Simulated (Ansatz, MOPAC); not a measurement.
System: CH₂N, net charge -1, singlet state. SMILES: C=[N-]

Atoms: C1, N2, H3, H4. Bonds: C1-N2, C1-H3, C1-H4.

Bond lengths (Å) and angles (degrees) optimised at PM7 with MOPAC; MNDO with MOPAC; HF/STO-3G with Ansatz (an electronic-structure program); HF/3-21G with Ansatz; HF/6-31G* with Ansatz; PBE/6-31G* with Ansatz, each started from the B3LYP-D3(BJ)/def2-TZVP structure (Ansatz) of the last column. A row stands for all coordinates that are equal there. 6-31G* holds six Cartesian d functions. No wavenumbers were computed at MNDO, HF/STO-3G, PBE/6-31G*, so these may be saddle points.

```csv
coordinate,PM7,MNDO,HF/STO-3G,HF/3-21G,HF/6-31G*,PBE/6-31G*,B3LYP-D3(BJ)/def2-TZVP
C1-N2,1.253,1.228,1.250,1.244,1.231,1.247,1.234
C1-H3,1.103,1.131,1.118,1.130,1.134,1.185,1.155
N2-C1-H3,125.6,128.4,126.6,126.8,126.4,127.6,126.4
H3-C1-H4,108.7,103.2,106.7,106.4,107.1,104.7,107.1
```

Mean signed difference of all 3 bond lengths from B3LYP-D3(BJ)/def2-TZVP: PM7 -0.028 Å, MNDO -0.018 Å, HF/STO-3G -0.020 Å, HF/3-21G -0.014 Å, HF/6-31G* -0.016 Å, PBE/6-31G* 0.024 Å.
